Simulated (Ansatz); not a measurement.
Consider the formal exchange of groups at the Se–Si bond: `[SiH3][SeH]` + `O[SiH3]` → `O[SiH2][SeH]` + SiH₄.

Program: Ansatz. Geometries: PBE0-D4/def2-TZVP. ΔE: electronic, gas phase. CCSD(T)/CBS is the MP2 limit (def2-TZVPP, def2-QZVPP) plus CCSD(T) − MP2 in def2-TZVPP, frozen cores. This one scheme is used for every species. Functionals use def2-TZVPP. B3LYP here is the variant with VWN-RPA as its local correlation; programs differ in this. HSE06 is defined as in plane-wave codes. For Se outer-core shells are correlated without core-valence functions, which leaves a few kJ/mol of doubt a bond. Scalar relativity is left out up to krypton. Each species was taken in one conformer, which may not be the lowest.

```
             level  ΔE (kJ/mol)  difference from CCSD(T)/CBS
       LDA (SPW92)        -18.3                         -5.8
            PBE-D4        -15.9                         -3.4
         revPBE-D4        -16.1                         -3.6
           BLYP-D4        -15.6                         -3.1
            B97M-V        -13.8                         -1.3
           PBE0-D4        -14.0                         -1.5
          B3LYP-D4        -14.0                         -1.5
        r2SCAN0-D4        -13.5                         -1.0
          HSE06-D4        -14.0                         -1.5
          BHLYP-D4        -12.3                          0.2
      CAM-B3LYP-D4        -13.5                         -1.0
           ωB97X-V        -12.7                         -0.2
           ωB97M-V        -13.8                         -1.3
            B2PLYP        -12.4                          0.1
               PBE        -14.7                         -2.2
              BLYP        -13.1                         -0.6
              PBE0        -12.9                         -0.4
             B3LYP        -12.1                          0.4
           r2SCANh        -13.9                         -1.4
           r2SCAN0        -13.1                         -0.6
             HSE06        -12.9                         -0.4
             BHLYP        -10.6                          1.9
         CAM-B3LYP        -12.4                          0.1
           LC-ωPBE        -12.1                          0.4
RPA@PBE/def2-TZVPP        -10.9                          1.6
       HF/def2-SVP         -7.9                          4.6
      MP2/def2-SVP        -12.6                         -0.1
     CCSD/def2-SVP        -11.7                          0.8
  CCSD(T)/def2-SVP        -12.5                          0.0
     HF/def2-TZVPP         -7.6                          4.9
    MP2/def2-TZVPP        -12.6                         -0.1
SCS-MP2/def2-TZVPP        -11.1                          1.4
   CCSD/def2-TZVPP        -11.7                          0.8
CCSD(T)/def2-TZVPP        -12.8                         -0.3
     HF/def2-QZVPP         -7.2                          5.3
    MP2/def2-QZVPP        -12.4                          0.1
SCS-MP2/def2-QZVPP        -10.8                          1.7
      HF/CBS(def2)         -7.2                          5.3
     MP2/CBS(def2)        -12.4                          0.1
    CCSD/CBS(def2)        -11.4                          1.1
       CCSD(T)/CBS        -12.5                            0
```

What do rigid-rotor, harmonic-oscillator terms from PBE0-D4/def2-TZVP frequencies (298.15 K, 1 bar) make of the CCSD(T)/CBS value? (An estimate is asked.)

The calculation gave: ΔZPE = -1.6 kJ/mol, ΔH = -13.0 kJ/mol, ΔS = -21 J/(mol·K), ΔG = -6.6 kJ/mol.

Largest T1 diagnostic among the species: 0.011.

Leaving LDA and LC-ωPBE aside and taking each functional with its dispersion term where it has one, the values spread over 3.8 kJ/mol, from revPBE-D4 to BHLYP-D4. LDA lies −3.6 kJ/mol from PBE without D4. In def2-TZVPP, CCSD(T) changes the Hartree–Fock value by −5.2 kJ/mol (the triples alone add −1.1 kJ/mol) and MP2 by −5.1 kJ/mol.
